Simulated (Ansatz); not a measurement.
The first iterations of a band of Cl₂GaH (4 atoms, charge 0, multiplicity 1).

Theory: RKS revPBE/def2-SVP (Ansatz).

```yaml
movable_images: 5
climbing_image: yes
spring: 5.0 eV/Å²
optimiser: quadratic models (default)
start_path: through a guess of the saddle point
force_threshold: 0.05 eV/Å
iteration_limit: 60
end_points: relaxed
```

First end point:

```xyz
4
Properties=species:S:1:pos:R:3
Ga 0.317 0.000 0.382
H 0.091 0.000 1.928
Cl 2.300 0.000 -0.490
Cl -1.331 0.000 -1.024
```

Last end point:

```xyz
4
Properties=species:S:1:pos:R:3
Ga -1.329 0.000 0.347
H 2.077 0.000 1.821
Cl 2.166 0.000 0.525
Cl -1.536 0.000 -1.897
```

| iteration | highest image above the first end (eV) | largest band force component (eV/Å) |
| --- | --- | --- |
| 1 | 2.526 | 3.497 |
| 2 | 2.233 | 1.314 |
| 3 | 1.975 | 1.725 |

Task: Does the band converge within its limit, and where does its top end?

Result: The forces met the threshold. It ended after 10 iterations with the highest image 1.901 eV above the first end. Neighbouring images differ by up to 1.2 eV, so the band resolves the path poorly. A vibrational analysis at the climbing image gives one clearly imaginary mode, 907i cm⁻¹: a first-order saddle point. The orbitals stay closed-shell, which can raise the energy where a bond breaks towards radicals; this wasn't checked here.

Run time: 86 s on 1 thread of Arm Neoverse V1 (shared host), peak memory 0.12 GiB.
